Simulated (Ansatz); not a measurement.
```yaml
crystal:
  periodic: [false, false, false]
  atoms:
    - {symbol: O, position_ang: [-1.703287, -0.769651, 0.057610]}
    - {symbol: In, position_ang: [0.087774, 0.229460, -0.179448]}
    - {symbol: F, position_ang: [1.115586, -0.999940, 0.890244]}
    - {symbol: H, position_ang: [0.529687, 1.557715, -1.103336]}
basis:
  gaussian: {orbitals: def2-SVP}
magnetization: {spin_polarized: true, initial_magnetization: 1}
hamiltonian: {xc: {name: B97M-V}}
scf: {lower_state_search: off}
```

```sh
$ ansatz run in.yaml --threads 2 --pin off --events-out ev --progress --plain --max-ram 32768MiB --backend cpu
```

Shortened log:

```
Functional definition: B97M-V
665 factors; their error is unknown
mean field evaluation 1: about -9936.2416 eV, gradient 4.7e1 eV
mean field evaluation 2: about -9767.2512 eV, gradient 1.3e2 eV
mean field evaluation 4: about -9945.9424 eV, gradient 8.6e0 eV
mean field evaluation 8: about -9946.5615 eV, gradient 2.6e-1 eV
mean field evaluation 16: about -9946.5419 eV, gradient 1.2e-2 eV
mean field -9946.54190456 eV, -365.5286729842 hartree, gradient 2.7e-6 eV, S^2 0.759330; 0 other end points of the search recorded, 0 dependent functions left out
reference -9946.54197241 eV, -365.5286754777 hartree; 20, 19 occupied and 39, 40 virtual orbitals, 665 factors
Total energy: -9946.54197241 eV, -365.5286754777 hartree
Checks for a lower state left out: stability, starts, cluster_reference, orbital_swaps, neighbouring_geometries, increment
```

Run time 6 s (2 threads of a server CPU on a shared host); peak host memory 0.41 GiB.
